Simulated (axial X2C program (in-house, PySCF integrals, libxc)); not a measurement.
## NbF: cheaper levels and CCSD(T), 2c

Computed with an in-house relativistic program for diatomic molecules. Two-component (2c) means X2C with spin–orbit coupling and atomic mean-field two-electron Coulomb and Gaunt terms. Basis: Nb dyall-cv3z [11s12p9d5f3g], F dyall-av3z [7s6p3d2f] (cores contracted in-house); Gaussian nuclei, density fitting, unrestricted open shells. Masses: Nb 92.906 u, F 18.998 u.

State: Ω = 1 (⟨Sz⟩ = 2.00, ⟨Lz⟩ = -1.00 at HF); fragments Nb + F.

```
level  Re (Å)  ωe (cm⁻¹)
 PBE0   1.871      658.6
   HF   1.903      636.8
  MP2   1.894      636.7
 CCSD   1.896      639.9
```

Correlated methods: 12 electrons correlated (number of frozen shells: Nb 4 s, 3 p, 1 d; F 1 s), 292 virtual spin orbitals or spinors in MP2, 90 natural virtuals in coupled cluster.

CCSD(T), same Hamiltonian and basis:

Re = 1.897 Å, ωe = 639.7 cm⁻¹; T1 = 0.021 (Lee–Taylor normalisation).

(1) Give the differences from CCSD(T) in the columns below.

One determinant describes the state; a PBE0 search over occupations chose it and may have missed a lower one. De is not given where an atomic determinant may have missed its ground term or J level, or where the truncated virtual space spoils (T). Density functionals use the spin component along the axis (collinear). CCSD and (T) use frozen natural virtuals with an MP2 correction for the truncation; (T) itself is uncorrected, so its De runs slightly low. PBE0 can misorder states that lie within some tenths of an eV, so this need not be the ground state of the molecule. The nearest other 2c determinant of the search, Ω = 3, lies 0.07 eV up at the distance of the search. The functionals have no current-density term, which raises determinants with orbital currents, atoms included. With several unpaired electrons one determinant need not be a pure state. The outer-core s and p shells of the metal are frozen in the correlated rows, which leaves out core–valence correlation; for alkali and alkaline-earth bonds that tends to lengthen them. Open-shell Ω = 0 determinants with evenly filled partner blocks cannot be reached by this program, so the Ω shown need not be the lowest component. With the outer-core shells frozen, correlated bond lengths of heavy atoms tend to come out a few hundredths of an ångström too long.

Answers

(1) 

```tsv
level	ΔRe (Å)	Δωe (cm⁻¹)
PBE0	-0.026	19
HF	0.006	-3
MP2	-0.003	-3
CCSD	-0.001	0
```
